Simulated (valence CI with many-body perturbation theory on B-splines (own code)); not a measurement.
The numbers below are computed, except where a source is named.
## Assign the levels of As10+

Method: valence CI with perturbative core correlation (CI+MBPT): five valence electrons over a frozen Dirac-Fock core [Ar], radial functions for each j: 7 s, 7 p, 8 d, 6 f, 4 g, 1 h, with the one-electron correlation potential Σ1, the two-electron term Σ2, the three-electron term Σ3, Breit, model QED; selected CI, second order for the rest, scaled by the run's own slope (own B-spline code, finite nucleus).

No measured spectrum was set against this ion. As an estimate, terms of the open shell hold to 2 to 4 % of their energy, and close levels can change places. Only levels of the ground parity were solved; by the run's estimate the other parity begins above the list, which can be wrong where configurations are misplaced.

| No. | J | Parity | E (cm⁻¹) | g |
| --- | --- | --- | --- | --- |
| 1 | 5/2 | even | 0.0 | 1.997 |
| 2 | 5/2 | even | 61968 | 0.587 |
| 3 | 11/2 | even | 62131 | 1.270 |
| 4 | 7/2 | even | 62429 | 0.987 |
| 5 | 9/2 | even | 62604 | 1.171 |
| 7 | 3/2 | even | 68812 | 1.597 |
| 8 | 1/2 | even | 70196 | 2.363 |
| 9 | 7/2 | even | 75488 | 1.420 |
| 10 | 1/2 | even | 77235 | 0.299 |
| 11 | 5/2 | even | 78054 | 1.417 |
| 12 | 3/2 | even | 78114 | 1.319 |
| 13 | 11/2 | even | 89682 | 0.932 |
| 14 | 13/2 | even | 90612 | 1.076 |
| 16 | 3/2 | even | 97872 | 0.719 |

Energies count from the lowest level. Strongly mixed levels and levels close to another of their J and parity are left out, so the numbers can have gaps.

Q: Give configuration and LS term of each level.

A: 1: 3d⁵ ⁶S; 2: 3d⁵ ⁴G; 3: 3d⁵ ⁴G; 4: 3d⁵ ⁴G; 5: 3d⁵ ⁴G; 7: 3d⁵ ⁴P; 8: 3d⁵ ⁴P; 9: 3d⁵ ⁴D; 10: 3d⁵ ⁴D; 11: 3d⁵ ⁴D; 12: 3d⁵ ⁴D; 13: 3d⁵ ²I; 14: 3d⁵ ²I; 16: 3d⁵ ²D.
